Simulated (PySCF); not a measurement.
## Dipole response of Hg(2+) (mercury, charge +2)

[Xe] 4f14 5d10, closed-shell 1S. All numbers are calculated (PySCF 2.14, scalar relativity through the core potential, in aug-cc-pwCVTZ-PP with ECP60MDF). Coupled (time-dependent) response in atomic units; α is the mean over directions.

```tsv
method	mean α (bohr³)	C₆ (like pair)	S(−4)
HSE06	7.901	51.29	11.42
```

S(−4) is the Cauchy moment in α(ω) = α(0) + S(−4) ω² + …

α(iu) at HSE06:

```json
{"u (hartree)": "0", "α(iu) (bohr³)": "7.901"}
{"u (hartree)": "0.0500", "α(iu) (bohr³)": "7.872"}
{"u (hartree)": "0.100", "α(iu) (bohr³)": "7.789"}
{"u (hartree)": "0.200", "α(iu) (bohr³)": "7.486"}
{"u (hartree)": "0.300", "α(iu) (bohr³)": "7.062"}
{"u (hartree)": "0.500", "α(iu) (bohr³)": "6.109"}
{"u (hartree)": "0.750", "α(iu) (bohr³)": "5.034"}
{"u (hartree)": "1.00", "α(iu) (bohr³)": "4.172"}
{"u (hartree)": "1.50", "α(iu) (bohr³)": "2.953"}
{"u (hartree)": "2.00", "α(iu) (bohr³)": "2.173"}
{"u (hartree)": "3.00", "α(iu) (bohr³)": "1.294"}
{"u (hartree)": "5.00", "α(iu) (bohr³)": "0.5908"}
```

A single London oscillator, α(iu) = α/(1 + u²/ω²), gives C₆ = (3/4) ω α². Matching the computed C₆ needs ω = 4 × 51.29 / (3 × 7.901²) = 1.10 hartree.

For an ion, C₆ is the dispersion term alone; charge-induced terms of lower order in 1/R come first.

Energies and moments cover only the electrons outside the core potential. Spin-orbit coupling, which splits the p, d and f shells strongly at this Z, is absent.
